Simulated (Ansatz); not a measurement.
C2H7BO2 can be A, `CBOCO`, or B, `CCOBO`.

Gas-phase electronic energies from Ansatz, PBE0-D4/def2-TZVP geometries. CBS: MP2 limit from def2 TZ/QZ plus the TZ coupled-cluster correction, frozen cores. Functionals use def2-TZVPP. B3LYP here is the variant with VWN-RPA as its local correlation; programs differ in this. Each species was taken in one conformer, which may not be the lowest.

(1) Which is lower in electronic energy at CCSD(T)/CBS, and by how much? (Estimate.)

(2) Give E(B) − E(A) in kJ/mol with r2SCAN-D4, B2PLYP, HF/def2-TZVPP, ωB97M-V, B3LYP-D4, MP2/def2-TZVPP, PBE0-D4. (Estimate.)

Largest T1 diagnostic: 0.012.

Results:

(1) Ansatz gave: B, by 149.7 kJ/mol.

(2) Computed: r2SCAN-D4 -146.7, B2PLYP -149.4, HF/def2-TZVPP -151.2, ωB97M-V -146.8, B3LYP-D4 -147.4, MP2/def2-TZVPP -153.0, PBE0-D4 -144.3. None reverses the order clearly.
